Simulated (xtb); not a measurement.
CdS, SMILES [S]=[Cd]. All values are semi-empirical tight-binding results from xtb (GFN2-xTB unless named), good for trends rather than for accurate numbers. Geometry: GFN2-xTB.

Optimised geometry:

```xyz
2

Cd     0.0000     0.0000    -0.5592
S      0.0000     0.0000     1.6776
```
Charge 0, spin multiplicity 1.

For metal compounds this method's bond lengths and energies can be far off.

Computed properties:
- point group as xtb finds it: C∞v
- orbital gap: 1.28 eV

Computed atomic charges and the Wiberg bond orders between heavy atoms:
charges (e) Cd1 0.35, S2 -0.35. Bond orders Cd1–S2 1.65.
